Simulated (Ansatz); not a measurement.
`[CH3][Al]([Cl])[Cl]` + `C=CC[SiH3]` → `C=C[CH2][Al]([Cl])[Cl]` + `C[SiH3]`  (redistribution)

Isolated molecules relaxed with PBE0-D4/def2-TZVP in Ansatz; ΔE leaves out vibrations. CCSD(T)/CBS adds triple-zeta CCSD(T) − MP2 to the extrapolated MP2 energy (def2 sets, frozen cores). This one scheme is used for every species. DFT in def2-TZVPP. B3LYP here is the variant with VWN-RPA as its local correlation; programs differ in this. HSE06 is defined as in plane-wave codes. One conformer a species, not always the lowest.

```tsv
level	ΔE (kJ/mol)	difference from CCSD(T)/CBS
LDA (SPW92)	-8.9	-10.2
PBE-D4	-3.5	-4.8
revPBE-D4	-2.8	-4.1
r2SCAN-D4	-6.9	-8.2
B97M-V	-1.8	-3.1
PBE0-D4	-4.3	-5.6
B3LYP-D4	4.2	2.9
r2SCANh-D4	-6.6	-7.9
r2SCAN0-D4	-6.3	-7.6
HSE06-D4	-4.3	-5.6
BHLYP-D4	3.7	2.4
CAM-B3LYP-D4	5.1	3.8
ωB97M-V	-1.5	-2.8
B2PLYP	4.9	3.6
PBE-QIDH	-4.1	-5.4
PBE	-0.4	-1.7
revPBE	3.4	2.1
BLYP	11.9	10.6
PBE0	-1.5	-2.8
B3LYP	9.2	7.9
r2SCANh	-5.7	-7.0
r2SCAN0	-5.3	-6.6
HSE06	-1.6	-2.9
BHLYP	8.2	6.9
CAM-B3LYP	8.1	6.8
LC-ωPBE	-0.7	-2.0
RPA@PBE/def2-TZVPP	0.1	-1.2
MP2/def2-SVP	-1.2	-2.5
CCSD/def2-SVP	5.5	4.2
CCSD(T)/def2-SVP	3.2	1.9
HF/def2-TZVPP	13.6	12.3
MP2/def2-TZVPP	-3.6	-4.9
CCSD/def2-TZVPP	3.5	2.2
CCSD(T)/def2-TZVPP	0.6	-0.7
HF/def2-QZVPP	14.0	12.7
MP2/def2-QZVPP	-3.1	-4.4
SCS-MP2/def2-QZVPP	1.5	0.2
HF/CBS(def2)	14.1	12.8
MP2/CBS(def2)	-2.9	-4.2
CCSD/CBS(def2)	4.2	2.9
CCSD(T)/CBS	1.3	0
```

Largest T1 diagnostic among the species: 0.011.

The D4 term adds −5.0 kJ/mol with B3LYP and −2.8 kJ/mol with PBE0; it sums over pairs of atoms, weighted by their polarisabilities, and B3LYP, whose exchange is more repulsive, gets the larger term. From BLYP to BHLYP (50 % exact exchange), in def2-TZVPP and without D4, ΔE moves by −3.7 kJ/mol.
